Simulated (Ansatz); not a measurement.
H5B2N, SMILES `BBN` (charge 0, multiplicity 1).

Level of theory: Ansatz (a program for electronic structure) with CAM-B3LYP/cc-pVTZ // PBE0-D3(BJ)/def2-TZVP.

Ansatz 0.2 input:
```yaml
crystal:
  periodic: [false, false, false]
  atoms:
    - { symbol: B, position_ang: [1.390143, -0.215073, 0.020022] }
    - { symbol: B, position_ang: [-0.144846, 0.396552, 0.212755] }
    - { symbol: N, position_ang: [-1.356849, -0.133273, -0.216605] }
    - { symbol: H, position_ang: [2.090968, 0.095237, -0.904608] }
    - { symbol: H, position_ang: [1.91013, -0.911024, 0.84926] }
    - { symbol: H, position_ang: [-0.204712, 1.44764, 0.80994] }
    - { symbol: H, position_ang: [-1.445093, -0.998185, -0.721804] }
    - { symbol: H, position_ang: [-2.239742, 0.318125, -0.048962] }
basis:
  gaussian: { orbitals: cc-pVTZ }
hamiltonian:
  xc: cam_b3lyp
```

Output:

```
Functional definition: CAM-B3LYP
899 factors; their error is unknown
243 factors; integrals over basis functions are off by at most 1.5e-5 eV
mean field evaluation 1: about -2918.6977 eV, gradient 4.9e1 eV
mean field evaluation 2: about -2917.7401 eV, gradient 5.4e1 eV
mean field evaluation 4: about -2923.3410 eV, gradient 1.3e0 eV
mean field evaluation 8: about -2923.3334 eV, gradient 3.3e-1 eV
mean field evaluation 16: about -2923.3336 eV, gradient 2.3e-5 eV
mean field -2923.33355682 eV, -107.4305267066 hartree, gradient 2.3e-5 eV, S^2 0.000000; 0 other end points of the search recorded, 0 dependent functions left out
reference -2923.33367154 eV, -107.4305309224 hartree; 11, 11 occupied and 149, 149 virtual orbitals, 899 factors
Total energy: -2923.33367154 eV, -107.4305309224 hartree
```
